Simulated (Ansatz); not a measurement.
`SB(Cl)Br` + H₂O → `OB(S)Cl` + HBr at 500 K and 1 bar (formal hydrolysis of a B–Br bond).

Computed with Ansatz on PBE0-D4/def2-TZVP structures; ΔE is electronic, products minus reactants. CCSD(T)/CBS is the MP2 limit (def2-TZVPP, def2-QZVPP) plus CCSD(T) − MP2 in def2-TZVPP, frozen cores. This one scheme is used for every species. For Br outer-core shells are correlated without core-valence functions, which leaves a few kJ/mol of doubt a bond. Scalar relativity is left out up to krypton. Each species was taken in one conformer, which may not be the lowest.

```json
{"species": "`SB(Cl)Br`", "CCSD(T)/CBS energy (Eh)": "-3456.37310", "H − E (kJ/mol)": "74.2", "S (J/(mol·K))": "363.5"}
{"species": "H₂O", "CCSD(T)/CBS energy (Eh)": "-76.37941", "H − E (kJ/mol)": "73.2", "S (J/(mol·K))": "206.3"}
{"species": "`OB(S)Cl`", "CCSD(T)/CBS energy (Eh)": "-958.85217", "H − E (kJ/mol)": "112.0", "S (J/(mol·K))": "346.7"}
{"species": "HBr", "CCSD(T)/CBS energy (Eh)": "-2573.91920", "H − E (kJ/mol)": "30.5", "S (J/(mol·K))": "213.7"}
```

H − E and S are ideal-gas, rigid-rotor, harmonic terms from PBE0-D4/def2-TZVP, for one conformer and one mirror image of each species. 1 Eh = 2625.50 kJ/mol, R = 8.31446 J/(mol·K).

By hand: ΔE, ΔH, ΔS and ΔG.

ΔE = (-958.85217) + (-2573.91920) − (-3456.37310) − (-76.37941) = -0.01886 Eh = -49.5 kJ/mol. Δ(H − E) = 112.0 + 30.5 − 74.2 − 73.2 = -4.9, so ΔH = -54.4 kJ/mol. ΔS = 346.7 + 213.7 − 363.5 − 206.3 = -9.4 J/(mol·K). ΔG = -54.4 − 500 × (-9.4)/1000 = -49.7 kJ/mol.

By hand: the equilibrium constant, and the temperature at which ΔG would vanish if ΔH and ΔS stayed fixed.

log₁₀ K = −ΔG/(RT ln 10) = 5.2. ΔG = 0 at ΔH/ΔS = 5787 K, far beyond where these terms or the molecules hold.

The number of gas molecules stays the same, so ΔS is small and ΔH decides. A doubt of 5 kJ/mol in ΔE shifts log₁₀ K by 0.5 here. Other conformers and mirror images would add mixing entropy, several J/(mol·K) or more a flexible species. These are equilibria of isolated gas molecules and say nothing of rates. Largest T1 diagnostic: 0.012 (customary marks: 0.02 for closed shells, 0.045 for open ones).
